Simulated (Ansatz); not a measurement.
Saddle point of AlH$_{3}$OF$_{2}$, singlet (AlHOF₂ ([OH][Al]([F])[F]) + H₂ → AlHF₂ ([F][AlH][F]) + H₂O (still joined by a long Al–O bond); bonds formed: Al1–H6, O2–H5; bonds broken: H5–H6; bonds weakened to dative contacts: Al1–O2), PBE0-D4/def2-TZVP structure:

Al1  (-0.641, -0.091, -0.283)
O2  (1.006, 0.631, -0.034)
F3  (-0.594, -1.479, -1.162)
F4  (-1.864, 0.979, -0.487)
H5  (0.582, 0.081, 0.989)
H6  (-0.292, -0.377, 1.398)
H7  (1.804, 0.257, -0.421)
(Å)

Energies are electronic, without zero-point energy. Barriers and step energies count from the start structure reached by relaxing down the imaginary mode; all methods use the PBE0-D4 structures, on which another method's saddle can fall below an end. Ansatz 0.2.0; basis: def2-TZVPP, with def2-QZVPP for the basis limit; cores frozen in the correlated methods. B3LYP uses VWN-RPA correlation. Extrapolation: Hartree–Fock as exp(−7.88 √X), correlation as X^−2.97.

```tsv
method	barrier (kJ/mol)	step energy (kJ/mol)
SPW92	53.7	3.3
PBE-D4	78.3	15.4
BLYP-D4	93.0	23.1
r2SCAN-D4	?	17.8
B97M-V	86.8	2.1
PBE0-D4	86.8	9.2
B3LYP-D4	?	16.7
r2SCAN0-D4	?	12.3
BHLYP-D4	107.9	9.5
CAM-B3LYP-D4	96.6	11.6
wB97X-V	98.5	10.9
wB97M-V	99.4	12.0
B2PLYP	101.5	17.8
PBE-QIDH	96.9	10.9
RPA on PBE	101.6	13.9
HF	134.9	3.6
MP2	104.8	21.8
CCSD	108.9	12.9
CCSD(T)	104.3	14.9
```

Task: Fill in the withheld barriers. (An estimate is asked for; the value comes from the calculation.)

Result: By the calculation: r2SCAN0-D4 92.9; B3LYP-D4 97.7; r2SCAN-D4 86.3 kJ/mol. Each is the energy of the saddle less that of the start structure, by the same method.

For comparison, the barrier by CCSD(T) at an estimated basis limit (MP2 extrapolated from triple and quadruple zeta, plus CCSD(T) − MP2 in triple zeta) is 105.2 kJ/mol.

T1 diagnostic: at most 0.013.

Labels in which every atom is bracketed show which atoms are joined, not bond orders.

For scale, one of the runs: CCSD(T)/def2-TZVPP, 177 basis functions (an equivalent command: `ansatz run in.yaml --threads 2`). The run took 30 s on 2 CPU threads (shared host), with 1.8 GiB of host memory at its peak.
